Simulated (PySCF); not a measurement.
# Cs³⁶⁺: fine-structure interval

Cs³⁶⁺ [Ar] 3d1 [3d3/2^1, M_J = 3/2] → Cs³⁶⁺ [Ar] 3d1 [3d5/2^1, M_J = 5/2], as a difference of total energies. All numbers are calculated (PySCF 2.14, the two-component X2C-1e Hamiltonian, in an uncontracted even-tempered set (16 s from 7 bohr⁻², ratio 2.8; 12 p from 9 bohr⁻², ratio 2.8; 8 d from 9 bohr⁻², ratio 2.8; 3 f from 27 bohr⁻², ratio 3)). Correlated levels: [Ne] frozen; the 74 highest virtual spinors dropped. "Screened" scales the spin-orbit matrix elements by Boettger's factors to mimic the two-electron term; Breit and QED terms are absent.

| method | fine-structure interval (cm⁻¹) |
| --- | --- |
| GHF (screened spin-orbit) | 150040 |
| GMP2 (screened spin-orbit) | 150080 |
| GHF (bare spin-orbit) | 183540 |
